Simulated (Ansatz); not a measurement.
System: trihydroxy(methyl)silane, CH6O3Si, charge 0, multiplicity 1. 
Geometry from a B3LYP-D3(BJ)/def2-TZVP (Ansatz, an electronic-structure program) optimisation:
SMILES: C[Si](O)(O)O
```xyz
11

Si     0.0232    -0.0146     0.0077
C     -1.7807     0.4005     0.0027
O      0.3469    -1.4613    -0.7007
O      0.9211     1.0656    -0.8622
O      0.4608    -0.0715     1.5894
H     -2.3532    -0.3806     0.5058
H     -2.1541     0.4941    -1.0184
H     -1.9716     1.3409     0.5239
H      0.7816    -1.4350    -1.5566
H      0.9159     1.9864    -0.5914
H      1.3104    -0.4678     1.8005
```

Dipole moments at this geometry, in debye (magnitudes).

```tsv
level	program	dipole (D)
PBE/def2-TZVPD	Ansatz	1.32
BLYP/def2-TZVPD	Ansatz	1.33
revPBE/def2-TZVPD	Ansatz	1.31
BHLYP/def2-TZVPD	Ansatz	1.43
r2SCAN0/def2-TZVPD	Ansatz	1.40
HSE06/def2-TZVPD	Ansatz	1.37
LC-wPBE/def2-TZVPD	Ansatz	1.42
wB97M-V/def2-TZVPD	Ansatz	1.39
CCSD(T)/aug-cc-pV(D+d)Z	Ansatz	[?]
```

Question: Complete the blanks.

Answer: 
- CCSD(T)/aug-cc-pV(D+d)Z, dipole (D): 1.37
